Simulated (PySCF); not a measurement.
Compound: C3H12Si3.
Bonds: C1–C2 (double), C2–C3, C3–Si4, Si4–Si5, Si4–Si6. Hydrogens: H7, H8 on C1; H9 on C2; H10, H11 on C3; H12 on Si4; H13, H14, H15 on Si5; H16, H17, H18 on Si6.

The same species was optimised twice, with GFN2-xTB and with PBE0-D3(BJ)/def2-SVP (PySCF), and the same property calculations (PySCF, gas phase) were run on both structures.

| coordinate | GFN2-xTB | PBE0-D3(BJ)/def2-SVP | change |
| --- | --- | --- | --- |
| Si4–Si6 (Å) | 2.324 | 2.346 | +0.022 |
| Si4–Si5 (Å) | 2.325 | 2.346 | +0.021 |
| C3–Si4 (Å) | 1.929 | 1.910 | -0.019 |
| C1=C2 (Å) | 1.322 | 1.336 | +0.014 |
| C2–C3 (Å) | 1.482 | 1.492 | +0.010 |
| Si5–Si4–Si6 (°) | 117.8 | 108.5 | -9.3 |
| C3–Si4–Si5 (°) | 107.5 | 110.4 | +2.9 |
| C3–Si4–Si6 (°) | 108.3 | 108.8 | +0.5 |
| C1–C2–C3 (°) | 124.8 | 125.3 | +0.5 |
| C2–C3–Si4 (°) | 110.6 | 111.1 | +0.5 |
| C1–C2–C3–Si4 (°) | 101 | 104 | +3 |
| C2–C3–Si4–Si5 (°) | 175 | -174 | +11 |

Rotational constants: A = 2181, B = 1084, C = 784.3 MHz (GFN2-xTB) against A = 2217, B = 1066, C = 791.7 MHz (PBE0-D3(BJ)/def2-SVP). Point groups within 0.08 Å: C1 and C1.

On the GFN2-xTB structure: isotropic polarisability (au) 125.3 [CAM-B3LYP/def2-SVPD]; HOMO (eV) -8.43 [CAM-B3LYP/def2-SVPD]; LUMO (eV) 0.53 [CAM-B3LYP/def2-SVPD]; dipole (D) 0.59 [CAM-B3LYP/def2-SVPD].

Question: What do these properties become on the PBE0-D3(BJ)/def2-SVP structure?

Answer: 
```json
{"property": "isotropic polarisability (au)", "level": "CAM-B3LYP/def2-SVPD", "on GFN2-xTB": "125.3", "on PBE0-D3(BJ)/def2-SVP": "128.2", "change": "+2.9"}
{"property": "HOMO (eV)", "level": "CAM-B3LYP/def2-SVPD", "on GFN2-xTB": "-8.43", "on PBE0-D3(BJ)/def2-SVP": "-8.48", "change": "-0.05"}
{"property": "LUMO (eV)", "level": "CAM-B3LYP/def2-SVPD", "on GFN2-xTB": "0.53", "on PBE0-D3(BJ)/def2-SVP": "0.77", "change": "+0.24"}
{"property": "dipole (D)", "level": "CAM-B3LYP/def2-SVPD", "on GFN2-xTB": "0.59", "on PBE0-D3(BJ)/def2-SVP": "0.73", "change": "+0.14"}
{"property": "energy, GFN2-xTB geometry as zero (kcal/mol)", "level": "CAM-B3LYP/def2-SVPD", "on GFN2-xTB": "0.0", "on PBE0-D3(BJ)/def2-SVP": "-3.0", "change": "-3.0"}
```

The heavy atoms differ by 0.104 Å rms after alignment. Among bonds between heavy atoms Si4–Si5 and Si4–Si6 change most and about equally (+0.021 to +0.022 Å). Changes are differences of the printed values. Neither structure is proved a minimum here.

Shape of the structure used: `[CH2:1]=[CH:2][CH2:3][SiH:4]([SiH3:5])[SiH3:6]`: C1–C2–C3–Si4 104°, C2–C3–Si4–Si5 -174°.
